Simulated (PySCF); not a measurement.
B(Cl)(H)(OSiH3), SMILES [SiH3]OBCl, singlet (PBE0/def2-SVP optimised geometry):

```
8

B     -0.827    -1.386     1.953
Cl    -2.312    -0.932     1.092
H     -0.930    -1.958     3.007
O      0.369    -1.095     1.434
Si     0.826    -0.317     0.000
H      2.312    -0.317     0.000
H      0.305     1.077     0.000
H      0.305    -1.077    -1.169
```

Computed with PBE0/def2-TZVP run with PySCF.

**Question.** What are the frontier orbital energies and the dipole moment?

**Answer.** HOMO-2 -9.43 eV, HOMO-1 -9.36 eV, HOMO -9.04 eV, LUMO -0.62 eV, LUMO+1 -0.04 eV; dipole moment 1.24 D.

On the same geometry PBE/def2-TZVP (PySCF) gives HOMO-2 -8.03 eV, HOMO-1 -7.87 eV, HOMO -7.63 eV, LUMO -1.62 eV, LUMO+1 -0.92 eV; dipole moment 1.24 D.

Meta-Löwdin charges at PBE0/def2-TZVP: B1 0.21, Cl2 -0.12, H3 0.02, O4 -0.56, Si5 0.73, H6 -0.09, H7 -0.09, H8 -0.09.
